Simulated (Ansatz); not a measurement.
Cost and result up the ladder for the cluster Nb₂P₂ (4 atoms). Total charge 0; singlet. Geometry: PBE0-D4/def2-SVP.

```xyz
4

Nb    0.758    0.411   -1.146
Nb   -0.858    1.126    0.231
P    -0.748   -1.234   -0.237
P     0.848   -0.303    1.152
```

Ansatz on 4 threads of Arm Neoverse V1 on a shared host. Times are rough, and most runs start from the orbitals of an earlier one. No level here is sound enough to serve as a yardstick. Binding counts from free atoms at the same level (Nb sextet, P quartet; other spins of the atoms weren't run), without zero-point energy or a counterpoise term.

In the def2 sets Nb takes a core potential; there is no spin–orbit coupling. No other spin state of charge 0 was run. Another isomer (singlet) lies 0.46 eV lower at PBE0-D4/def2-TZVP; other spin states weren't run for this one.

Run but left out: HF/def2-TZVP (restricted singlet, unstable in another Hartree–Fock run and untested here); CCSD(T)/def2-TZVPP (restricted singlet, unstable towards broken spin symmetry).

```tsv
level	functions	binding energy per atom (eV)	remarks
PBE0-D4/def2-TZVP	154	3.31	restricted SCF unstable in HF
r2SCAN-D4/def2-TZVP	154	3.32	restricted SCF unstable in HF
PBE-D4/def2-TZVP (with forces)	154	3.76	restricted SCF unstable in HF
B97M-V/def2-TZVP	154	3.36	restricted SCF unstable in HF
```

Problem. Estimate how long each takes.

Solution. PBE-D4/def2-TZVP (with forces) 2.4 s; PBE0-D4/def2-TZVP 2.9 s; r2SCAN-D4/def2-TZVP 4.4 s; B97M-V/def2-TZVP 7.5 s. On shared hardware such times vary by a factor of up to 3.
